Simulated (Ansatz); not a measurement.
Basis-set series for C2H12AlNOSi (`[CH3][Al-]([CH3])([OH])[NH2+][SiH3]`). The species carries charge 0 and has multiplicity 1. Geometry: relaxed with PBE0-D4/def2-TZVP. It is one conformer, not always the lowest.

```tsv
functional	basis	functions	energy (Eh)	HOMO (eV)	LUMO (eV)
PBE0-D4	def2-TZVPP	376	-745.08264	-6.71	-0.41
PBE0-D4	def2-QZVPP	728	-745.11348	-6.73	-0.58
ωB97M-V	def2-TZVPP	376	-745.41571	-8.97	1.15
ωB97M-V	def2-QZVPP	728	-745.44472	-8.99	0.75
```

Give the rows for def2-SVP. (An estimate is asked.)

The calculation gave: 
```tsv
functional	basis	functions	energy (Eh)	HOMO (eV)	LUMO (eV)
PBE0-D4	def2-SVP	152	-744.64182	-6.55	0.07
ωB97M-V	def2-SVP	152	-744.96318	-8.81	1.85
```

Positive LUMOs are unbound and depend on the basis.

Program: Ansatz 0.2.0.
